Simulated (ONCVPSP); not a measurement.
## Scattering properties, ONCV potential for B

B, optimised norm-conserving Vanderbilt (ONCV), made with ONCVPSP 4.0.1 (PBEsol, fully relativistic). Core [He], reference 2s1.5 (charge +1.5). Waves: 2s: rc 1.10 bohr, ncon 3, nbas 7, qcut 6.7 1/bohr, 3 projectors, debl 0.4 Ha; p scattering state at 0.34 Ha: rc 0.85 bohr, ncon 3, nbas 6, qcut 11.6 1/bohr, 2 projectors, debl 1.4 Ha; d scattering state at 0.37 Ha: rc 1.10 bohr, ncon 4, nbas 7, qcut 8.1 1/bohr, 2 projectors, debl 3.4 Ha. Local part: polynomial inside 0.55 bohr (lpopt 5, dvloc0 0 Ha). Core correction: Teter function fitted to the true core (icmod 2), fcfact 0.35.

Open shells are filled in proportion to 2j + 1.

In the s channel the program set the typed energies aside and used -0.927, 0.250, 0.650 Ha.

The phase is arctan(r·R′/R) of the radial function R(r), unwrapped; energies in Ha, scanned from -2 to 5 Ha. A pole is an energy at which the radial function vanishes at the test radius. The pseudo phase is shifted by a multiple of π to meet the all-electron one at the reference energy, and phase errors are pseudo minus all-electron; the curves can meet again beyond the range given. Levels narrower than the energy grid can be missing from the lists of poles.

Q: For each channel, where are the poles, and over which energies does the pseudopotential scatter like the atom?

A:

```json
{"channel": "s", "radius (bohr)": "1.12", "reference energy (Ha)": "-0.93", "poles, all-electron": "none", "poles, pseudo": "none", "unbroken range about the reference energy with phases within 0.05 rad": "the whole range", "phase error 1 Ha above the reference energy (rad)": "+0.000"}
{"channel": "p3/2", "radius (bohr)": "0.86", "reference energy (Ha)": "0.34", "poles, all-electron": "none", "poles, pseudo": "none", "unbroken range about the reference energy with phases within 0.05 rad": "the whole range", "phase error 1 Ha above the reference energy (rad)": "-0.000"}
{"channel": "p1/2", "radius (bohr)": "0.86", "reference energy (Ha)": "0.34", "poles, all-electron": "none", "poles, pseudo": "none", "unbroken range about the reference energy with phases within 0.05 rad": "the whole range", "phase error 1 Ha above the reference energy (rad)": "-0.000"}
{"channel": "d5/2", "radius (bohr)": "1.12", "reference energy (Ha)": "0.37", "poles, all-electron": "none", "poles, pseudo": "none", "unbroken range about the reference energy with phases within 0.05 rad": "the whole range", "phase error 1 Ha above the reference energy (rad)": "-0.000"}
{"channel": "d3/2", "radius (bohr)": "1.12", "reference energy (Ha)": "0.37", "poles, all-electron": "none", "poles, pseudo": "none", "unbroken range about the reference energy with phases within 0.05 rad": "the whole range", "phase error 1 Ha above the reference energy (rad)": "-0.000"}
```

Note: ghosts flagged at negative energy: s at -158.5 eV; GHOST(+) flags only above 600 eV. A true bound ghost makes a file unfit for plane-wave use.

Phases in the s channel:

```
E (Ha)  all-electron  pseudo
 -1.98         0.390   0.390
 -1.62         0.175   0.175
 -1.26        -0.073  -0.073
 -0.90        -0.330  -0.330
 -0.54        -0.564  -0.564
 -0.18        -0.760  -0.760
  0.18        -0.915  -0.915
  0.54        -1.036  -1.036
  0.90        -1.131  -1.131
  1.26        -1.207  -1.207
  1.62        -1.268  -1.268
  1.98        -1.319  -1.319
  2.34        -1.362  -1.362
  2.70        -1.399  -1.399
  3.06        -1.431  -1.431
  3.42        -1.460  -1.460
  3.78        -1.486  -1.486
  4.14        -1.509  -1.509
  4.50        -1.531  -1.531
  4.86        -1.552  -1.551
```
